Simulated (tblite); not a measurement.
C4H16BNSi.
Atom-mapped SMILES: `[BH3-:1][N+:2]([CH3:3])([CH3:4])[SiH2:5][CH2:6][CH3:7]` (hydrogens: H8, H9, H10 on B1; H11, H12, H13 on C3; H14, H15, H16 on C4; H17, H18 on Si5; H19, H20 on C6; H21, H22, H23 on C7)

Computed with GFN2-xTB (tblite), gas phase: L-BFGS steps from a force-field or distance-geometry start until the largest atomic force falls under 0.01 eV/Å.

Step 25: E = -615.5329 eV
```
atom  x, y, z in Å  |  force x, y, z in eV/Å
B1     -1.5873   -1.5638   -0.0329   -0.073   0.046  -0.001
N2     -1.1032    0.0083   -0.2207   -0.167   0.058  -0.033
C3     -1.4602    0.7690    0.9882    0.033  -0.052  -0.011
C4     -1.8619    0.5526   -1.3414   -0.010   0.039  -0.089
Si5     0.6657   -0.0083   -0.6143   -0.153   0.043   0.043
C6      1.8474    0.1210    0.8619    0.115  -0.020   0.029
C7      3.2995    0.1235    0.3838    0.051  -0.028   0.006
H8     -0.9097   -1.9943    0.8473    0.006  -0.067   0.112
H9     -1.3660   -2.1115   -1.0688   -0.075  -0.019  -0.025
H10    -2.7558   -1.5289    0.2282    0.131  -0.015   0.042
H11    -0.7013    1.5187    1.2275   -0.128   0.014  -0.013
H12    -2.4213    1.2763    0.8477    0.192  -0.132   0.059
H13    -1.5678    0.0789    1.8240    0.130   0.077  -0.017
H14    -2.9286    0.4150   -1.1514    0.091   0.063  -0.020
H15    -1.6252    0.0164   -2.2562    0.085  -0.046   0.017
H16    -1.6389    1.6144   -1.4897   -0.077  -0.030  -0.005
H17     0.8151    1.2512   -1.3651    0.066   0.046  -0.103
H18     0.8890   -1.1899   -1.4323    0.059   0.051  -0.050
H19     1.7314   -0.7126    1.5525   -0.137  -0.008   0.033
H20     1.6682    1.0377    1.4276   -0.012  -0.032   0.039
H21     3.5257   -0.8068   -0.1315    0.000   0.046  -0.031
H22     3.9860    0.2123    1.2257   -0.062   0.021  -0.014
H23     3.4946    0.9479   -0.3000   -0.063  -0.054   0.032
```

Step 26: E = -615.5403 eV
```
atom  x, y, z in Å  |  force x, y, z in eV/Å
B1     -1.5819   -1.5577   -0.0326   -0.040  -0.021   0.014
N2     -1.1047    0.0130   -0.2217   -0.050   0.070  -0.065
C3     -1.4596    0.7745    0.9864    0.053  -0.084  -0.013
C4     -1.8620    0.5543   -1.3430   -0.037   0.010  -0.100
Si5     0.6633   -0.0093   -0.6162   -0.070   0.055   0.063
C6      1.8459    0.1150    0.8641    0.046  -0.015  -0.014
C7      3.2989    0.1208    0.3871   -0.006  -0.026   0.022
H8     -0.8937   -1.9952    0.8421   -0.031  -0.027   0.038
H9     -1.3778   -2.1056   -1.0751   -0.066   0.012   0.034
H10    -2.7449   -1.5223    0.2444    0.088  -0.027   0.047
H11    -0.7102    1.5361    1.2228   -0.148  -0.005  -0.054
H12    -2.4315    1.2612    0.8561    0.182  -0.095   0.043
H13    -1.5477    0.0805    1.8185    0.125   0.058   0.062
H14    -2.9251    0.4118   -1.1451    0.022   0.119  -0.027
H15    -1.6363    0.0113   -2.2555    0.127  -0.071  -0.008
H16    -1.6366    1.6134   -1.5047   -0.095  -0.026   0.033
H17     0.8158    1.2528   -1.3641    0.062   0.031  -0.095
H18     0.8989   -1.1874   -1.4391    0.030   0.077  -0.029
H19     1.7218   -0.7238    1.5496   -0.096   0.052   0.015
H20     1.6641    1.0324    1.4292   -0.008  -0.072   0.045
H21     3.5240   -0.8103   -0.1269    0.026   0.057  -0.028
H22     3.9826    0.2149    1.2301   -0.045  -0.001  -0.010
H23     3.4918    0.9467   -0.2961   -0.069  -0.072   0.029
```

Step 27: E = -615.5474 eV
```
atom  x, y, z in Å  |  force x, y, z in eV/Å
B1     -1.5761   -1.5523   -0.0328    0.007  -0.087   0.029
N2     -1.1078    0.0185   -0.2246    0.078   0.038  -0.074
C3     -1.4586    0.7789    0.9833    0.066  -0.092  -0.009
C4     -1.8646    0.5561   -1.3466   -0.039  -0.024  -0.081
Si5     0.6594   -0.0092   -0.6163    0.037   0.064   0.043
C6      1.8457    0.1082    0.8659   -0.054  -0.010  -0.042
C7      3.2994    0.1174    0.3916   -0.065  -0.021   0.031
H8     -0.8745   -1.9971    0.8344   -0.068   0.020  -0.041
H9     -1.3913   -2.0984   -1.0827   -0.052   0.034   0.087
H10    -2.7316   -1.5195    0.2636    0.027  -0.031   0.056
H11    -0.7226    1.5552    1.2135   -0.129  -0.009  -0.084
H12    -2.4394    1.2445    0.8632    0.111  -0.048   0.032
H13    -1.5252    0.0851    1.8154    0.124   0.027   0.119
H14    -2.9240    0.4145   -1.1378   -0.051   0.146  -0.049
H15    -1.6478    0.0036   -2.2549    0.141  -0.073  -0.022
H16    -1.6357    1.6118   -1.5188   -0.100  -0.003   0.044
H17     0.8175    1.2552   -1.3639    0.052   0.004  -0.073
H18     0.9058   -1.1838   -1.4452    0.002   0.108  -0.003
H19     1.7124   -0.7343    1.5470   -0.054   0.086  -0.001
H20     1.6605    1.0246    1.4326    0.001  -0.090   0.047
H21     3.5254   -0.8132   -0.1217    0.048   0.045  -0.026
H22     3.9788    0.2179    1.2361   -0.018  -0.023   0.005
H23     3.4895    0.9434   -0.2913   -0.066  -0.062   0.011
```

Step 28: E = -615.5559 eV
```
atom  x, y, z in Å  |  force x, y, z in eV/Å
B1     -1.5682   -1.5469   -0.0331    0.046  -0.128   0.037
N2     -1.1106    0.0261   -0.2300    0.178  -0.033  -0.058
C3     -1.4568    0.7829    0.9787    0.061  -0.080   0.004
C4     -1.8696    0.5577   -1.3525   -0.018  -0.056  -0.029
Si5     0.6555   -0.0080   -0.6159    0.140   0.075  -0.012
C6      1.8449    0.0991    0.8675   -0.153  -0.003  -0.050
C7      3.2993    0.1125    0.3985   -0.110  -0.014   0.033
H8     -0.8477   -1.9989    0.8210   -0.097   0.063  -0.109
H9     -1.4096   -2.0875   -1.0918   -0.033   0.038   0.129
H10    -2.7134   -1.5181    0.2908   -0.036  -0.031   0.063
H11    -0.7419    1.5810    1.1975   -0.079  -0.005  -0.105
H12    -2.4484    1.2220    0.8715    0.018  -0.013   0.028
H13    -1.4941    0.0929    1.8145    0.131   0.003   0.140
H14    -2.9252    0.4230   -1.1279   -0.112   0.150  -0.086
H15    -1.6622   -0.0086   -2.2546    0.132  -0.052  -0.021
H16    -1.6361    1.6092   -1.5361   -0.094   0.026   0.035
H17     0.8200    1.2586   -1.3637    0.043  -0.025  -0.048
H18     0.9124   -1.1777   -1.4523   -0.025   0.134   0.020
H19     1.7012   -0.7465    1.5433   -0.013   0.090  -0.008
H20     1.6557    1.0120    1.4384    0.008  -0.081   0.051
H21     3.5297   -0.8163   -0.1141    0.064   0.016  -0.023
H22     3.9737    0.2210    1.2448    0.008  -0.045   0.024
H23     3.4864    0.9376   -0.2845   -0.059  -0.030  -0.015
```

Question: Estimate the geometry and energy of step 29. (The exact step hangs on the optimiser's Hessian estimate; all steps are aligned on step 28, rigid shifts and turns removed.)

Answer: E = -615.5679 eV, largest force 0.255 eV/Å
```
atom  x, y, z in Å  |  force x, y, z in eV/Å
B1     -1.5565   -1.5409   -0.0327    0.056  -0.126   0.035
N2     -1.1111    0.0370   -0.2390    0.220  -0.123  -0.010
C3     -1.4533    0.7871    0.9722    0.036  -0.043   0.031
C4     -1.8768    0.5586   -1.3617    0.017  -0.079   0.054
Si5     0.6531   -0.0049   -0.6165    0.221   0.087  -0.094
C6      1.8409    0.0858    0.8690   -0.220   0.010  -0.033
C7      3.2970    0.1050    0.4095   -0.129  -0.006   0.022
H8     -0.8096   -1.9999    0.7986   -0.110   0.092  -0.158
H9     -1.4368   -2.0702   -1.1023   -0.004   0.017   0.158
H10    -2.6870   -1.5152    0.3324   -0.086  -0.033   0.062
H11    -0.7726    1.6192    1.1716   -0.017  -0.017  -0.127
H12    -2.4613    1.1877    0.8849   -0.061  -0.013   0.032
H13    -1.4451    0.1044    1.8155    0.140   0.013   0.106
H14    -2.9284    0.4383   -1.1146   -0.145   0.129  -0.139
H15    -1.6813   -0.0278   -2.2545    0.099  -0.003   0.002
H16    -1.6387    1.6054   -1.5611   -0.074   0.044   0.015
H17     0.8246    1.2634   -1.3641    0.039  -0.039  -0.025
H18     0.9224   -1.1666   -1.4629   -0.053   0.143   0.034
H19     1.6849   -0.7629    1.5374    0.027   0.060  -0.006
H20     1.6480    0.9916    1.4480    0.005  -0.040   0.058
H21     3.5367   -0.8206   -0.1027    0.069  -0.023  -0.013
H22     3.9658    0.2242    1.2578    0.021  -0.068   0.040
H23     3.4803    0.9282   -0.2747   -0.049   0.017  -0.043
```

The energy changes by -0.0120 eV. The first-order estimate −F·Δx gives -0.0158 eV and the mean of the old and new forces, exact on a quadratic surface, -0.0120 eV. The step makes an angle of 79° with the force vector and moves no atom by more than 0.055 Å.

The cost below is that of the whole relaxation. Time: 2.1 s of wall time. Hardware: one thread of an Arm Neoverse N1, shared host with 64 logical CPUs at a one-minute load of 60.
